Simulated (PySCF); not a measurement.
## IrOI₂: from structure and modes to constants

Computed with UPBE0 in PySCF with Ir def2-SVP with ECP60, O def2-SVP, I def2-SVP with ECP28; scalar-relativistic core potentials, no spin–orbit coupling; density-fitted integrals.

The doublet minimum has C2v symmetry. Masses (u): Ir 192.96292, O 15.99492, I 126.90447.

```xyz
4
charge 0 multiplicity 2, angstrom
Ir    0.0000    0.0000   -0.6460
O     0.0000    0.0000   -2.3192
I    -2.1713    0.0000    0.6373
I     2.1713    0.0000    0.6373
```

Harmonic wavenumbers (cm⁻¹): 53.7 (a1, ×1), 98.1 (b1, ×1), 168.9 (b2, ×1), 203.4 (a1, ×1), 254.1 (b2, ×1), 1021.7 (a1, ×1).

(1) What is the harmonic zero-point energy?

(2) Find the vibrational entropy and heat capacity at 298.15 K.

(3) Give the standard entropy (298.15 K, 1 bar) by its translational, rotational, vibrational and spin parts, and Cp.

Answers

(1) Half the sum of all 6 wavenumbers, 1800/2 = 900 cm⁻¹, which is 10.8 kJ/mol (1 cm⁻¹ = 0.0119627 kJ/mol).

(2) With u = 1.43878 ω/T, each mode gives S = R[u/(eᵘ−1) − ln(1−e⁻ᵘ)] and C = R u² eᵘ/(eᵘ−1)².
```csv
ω (cm⁻¹),u,S (J/(mol K)),C (J/(mol K))
53.7,0.259,19.57,8.27
98.1,0.473,14.61,8.16
168.9,0.815,10.24,7.87
203.4,0.982,8.79,7.68
254.1,1.226,7.12,7.35
1021.7,4.930,0.36,1.48
```
The sums over all modes are S = 60.7 and C = 40.8 J/(mol K); the softest mode gives 32 % of the entropy.

(3) Sackur–Tetrode with M = 462.77 u gives 185.4; rotation with symmetry number 2 gives 125.8; vibration 60.7; spin R ln 2 = 5.8. The total is 377.7 J/(mol K), and Cp = 4 R + 40.8 = 74.1 J/(mol K).

Only a few start shapes were tried, so a lower isomer may exist. Other spin states or occupations of the open shell can lie lower. No spin–orbit coupling is included, which matters more the heavier the element.
